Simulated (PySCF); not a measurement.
**First hyperpolarisability: `C=Cc1ccc(B(C)C)nc1`, C$_{9}$H$_{12}$BN**

Molfile (atoms numbered from 1):
```
C9H12BN
     RDKit          3D

 23 23  0  0  0  0  0  0  0  0999 V2000
    4.6373    0.0582   -0.2847 C   0  0  0  0  0  0  0  0  0  0  0  0
    3.6332    0.4915    0.4869 C   0  0  0  0  0  0  0  0  0  0  0  0
    2.2009    0.2962    0.2559 C   0  0  0  0  0  0  0  0  0  0  0  0
    1.6614   -0.3914   -0.8385 C   0  0  0  0  0  0  0  0  0  0  0  0
    0.2841   -0.5122   -0.9509 C   0  0  0  0  0  0  0  0  0  0  0  0
   -0.5623    0.0476    0.0237 C   0  0  0  0  0  0  0  0  0  0  0  0
   -2.1405   -0.0574   -0.0538 B   0  0  0  0  0  0  0  0  0  0  0  0
   -2.8180   -0.7128   -1.3165 C   0  0  0  0  0  0  0  0  0  0  0  0
   -2.9942    0.4756    1.1415 C   0  0  0  0  0  0  0  0  0  0  0  0
   -0.0345    0.7094    1.0744 N   0  0  0  0  0  0  0  0  0  0  0  0
    1.2770    0.8242    1.1777 C   0  0  0  0  0  0  0  0  0  0  0  0
    4.4661   -0.5099   -1.2033 H   0  0  0  0  0  0  0  0  0  0  0  0
    5.6774    0.2598   -0.0192 H   0  0  0  0  0  0  0  0  0  0  0  0
    3.8785    1.0551    1.3944 H   0  0  0  0  0  0  0  0  0  0  0  0
    2.3155   -0.8281   -1.5971 H   0  0  0  0  0  0  0  0  0  0  0  0
   -0.1468   -1.0448   -1.8015 H   0  0  0  0  0  0  0  0  0  0  0  0
   -2.6497   -0.0551   -2.1897 H   0  0  0  0  0  0  0  0  0  0  0  0
   -3.9040   -0.8527   -1.2148 H   0  0  0  0  0  0  0  0  0  0  0  0
   -2.3664   -1.6822   -1.5870 H   0  0  0  0  0  0  0  0  0  0  0  0
   -3.2950   -0.4214    1.7201 H   0  0  0  0  0  0  0  0  0  0  0  0
   -3.9377    0.9482    0.8250 H   0  0  0  0  0  0  0  0  0  0  0  0
   -2.4334    1.1293    1.8228 H   0  0  0  0  0  0  0  0  0  0  0  0
    1.6553    1.3735    2.0504 H   0  0  0  0  0  0  0  0  0  0  0  0
  1  2  2  0
  2  3  1  0
  3  4  2  0
  4  5  1  0
  5  6  2  0
  6  7  1  0
  7  8  1  0
  7  9  1  0
  6 10  1  0
 10 11  2  0
 11  3  1  0
  1 12  1  0
  1 13  1  0
  2 14  1  0
  4 15  1  0
  5 16  1  0
  8 17  1  0
  8 18  1  0
  8 19  1  0
  9 20  1  0
  9 21  1  0
  9 22  1  0
 11 23  1  0
M  END
```

Method: quadratic response CAM-B3LYP/def2-SVPD first hyperpolarisability, Taylor convention, gas phase (PySCF 2.14.0). Geometry: PBE0-D3(BJ)/def2-SVP.

Q: What is the first hyperpolarisability, and how does it disperse?

A: In au, Taylor convention; the vector part is βᵢ = ⅓ Σⱼ (βᵢⱼⱼ + βⱼᵢⱼ + βⱼⱼᵢ); β∥ is 3/5 of the vector part along the dipole, the dipole points from − to +:
```
                   process  λ (nm)  β vector norm     β∥  β HRS  depolarisation ratio
           static β(0;0,0)       ∞          804.4  306.4  343.3                  4.54
second harmonic β(−2ω;ω,ω)    1907          902.1  344.3  384.4                  4.58
         Pockels β(−ω;ω,0)    1907          835.1  318.3      –                     –
second harmonic β(−2ω;ω,ω)    1064         1197.8  458.8  508.7                  4.66
         Pockels β(−ω;ω,0)    1064          909.7  347.2      –                     –
```

Q: Which lowest excitations, dipole and polarisabilities go with it?

A: S1 3.95 eV (f = 0.001); S2 4.62 eV (f = 0.535); S3 4.98 eV (f = 0.002); dipole 2.38 D; isotropic α 135.9 au static, 136.7 au at 1907 nm, 138.4 au at 1064 nm, 139.1 au at 953.5 nm, 147.5 au at 532 nm.
